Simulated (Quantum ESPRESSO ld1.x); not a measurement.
The numbers below are computed, except where a source is named.
P, 15 electrons, occupied as [Ne] 3s1 3p4 (not the ground configuration). Level of theory: non-relativistic Kohn-Sham, LDA (Slater exchange, VWN5 correlation), spin-polarised, spherical densities, point nucleus; open shells are filled with parallel spins first (ld1.x of Quantum ESPRESSO 7.5).

Unscreened Slater integrals over Kohn-Sham orbitals (eV). They are taken over the spin-up orbitals.

\begin{tabular}{lr}
integral & value \\ \hline
F0(3p,3p) & 10.962 \\
F2(3p,3p) & 5.4493 \\
F0(3p,3s) & 11.935 \\
G1(3p,3s) & 7.7370 \\
F0(3p,2p) & 15.129 \\
F2(3p,2p) & 2.3037 \\
G0(3p,2p) & 0.92551 \\
G2(3p,2p) & 0.90447 \\
F0(3p,2s) & 14.988 \\
G1(3p,2s) & 0.71110 \\
F0(3s,3s) & 13.202 \\
F0(3s,2p) & 17.657 \\
G1(3s,2p) & 1.2541 \\
F0(3s,2s) & 17.523 \\
G0(3s,2s) & 1.0018 \\
F0(2p,2p) & 51.365 \\
F2(2p,2p) & 23.634 \\
F0(2p,2s) & 48.780 \\
G1(2p,2s) & 28.941 \\
F0(2s,2s) & 47.084 \\
\end{tabular}

Derived for the open shells (J is the average intra-shell exchange parameter used in DFT+U). 3p: J = F2/5 = 1.090 eV; in LS coupling 1D lies 6 F2/25 = 1.308 eV above 3P.
